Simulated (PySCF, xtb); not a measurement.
Te(Cl)(Me) (CH3ClTe), SMILES C[Te]Cl.

GFN2-xTB in xtb at its own geometry gives an orbital gap of 3.13 eV and a dipole moment of 2.43 D.

The structure is a stationary point at PBE-D3(BJ)/def2-SVP. The def2 effective core potentials stand for the cores of Te; spin–orbit coupling is left out.

**Question.** What does ωB97X/def2-TZVPD run with PySCF give? (The exact figures need the calculation; the answer reports its results.)

**Answer.** gap 8.00 eV (levels -8.50 and -0.51 eV), dipole 2.80 D.
